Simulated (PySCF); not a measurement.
Gas-phase reaction: 2 HfCl3OH → HfCl2(OH)2 + HfCl4

Computed with PySCF and rigid-rotor harmonic-oscillator thermochemistry at 1 bar. † marks an energy on the PBE0/def2-TZVP geometry and frequencies. CCSD(T) freezes the core. All species are closed-shell singlets. B3LYP is the form with VWN-RPA correlation. Hf: scalar-relativistic def2 core potential, no spin-orbit coupling. HfCl3OH, HfCl2(OH)2: computed as isolated molecules; such fragments, hydroxides, amides, oligomers or adducts are transient or little studied in the gas. CCSD(T) isn't extrapolated to the basis-set limit.

```tsv
level	ΔH°(298 K), kJ
B3LYP/def2-TZVP†	9
CCSD(T)/def2-TZVPP†	9
M06-2X/def2-TZVP†	9
PBE/def2-TZVP†	[?]
PBE0/def2-SVP†	11
r2SCAN/def2-TZVP†	[?]
ωB97X-V/def2-TZVP†	[?]
```

Problem. What belongs in the gaps?

Solution. 
- PBE/def2-TZVP†, ΔH°(298 K), kJ: 8
- r2SCAN/def2-TZVP†, ΔH°(298 K), kJ: 9
- ωB97X-V/def2-TZVP†, ΔH°(298 K), kJ: 10
